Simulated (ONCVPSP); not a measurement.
Configuration tests for cerium (Ce) (ONCV)

Ce, optimised norm-conserving Vanderbilt (ONCV), made with ONCVPSP 4.0.1 (LDA (Perdew-Wang 92), fully relativistic). Core [Kr] 4d10, reference 4f1 5s2 5p6 5d1 (charge +2). Waves: 5s: rc 1.80 bohr, ncon 3, nbas 7, qcut 4 1/bohr, 2 projectors, debl 3.3 Ha; 5p: rc 2.20 bohr, ncon 4, nbas 7, qcut 7.7 1/bohr, 1 projector; 5d: rc 2.55 bohr, ncon 5, nbas 10, qcut 4 1/bohr, 2 projectors, debl 2.2 Ha; 4f: rc 1.90 bohr, ncon 4, nbas 8, qcut 8.7 1/bohr, 2 projectors, debl 3.3 Ha. Local part: polynomial inside 1.45 bohr (lpopt 3, dvloc0 6 Ha). Core correction: none.

Open shells are filled in proportion to 2j + 1.

Energies are relative to the spin-unpolarised reference configuration 4f1 5s2 5p6 5d1; without spin polarisation the order of configurations can differ from experiment.

| valence configuration | charge | ΔE all-electron (eV) | error AE − PS (meV) |
| --- | --- | --- | --- |
| 4f1 5s2 5p6 5d1 6s1 | +1 | -11.339 | +1.9 |
| 4f1 5s2 5p6 5d0 | +3 | 19.324 | +1.9 |
| 4f1 5s2 5p6 5d1 6p2 | 0 | -12.426 | +42 |

(1) What are ΔE and the potential's error for 4f1 5s2 5p6 5d1 6s2?

Answers

(1) ΔE = -17.604 eV all-electron; the error (AE − PS) is +2.2 meV.
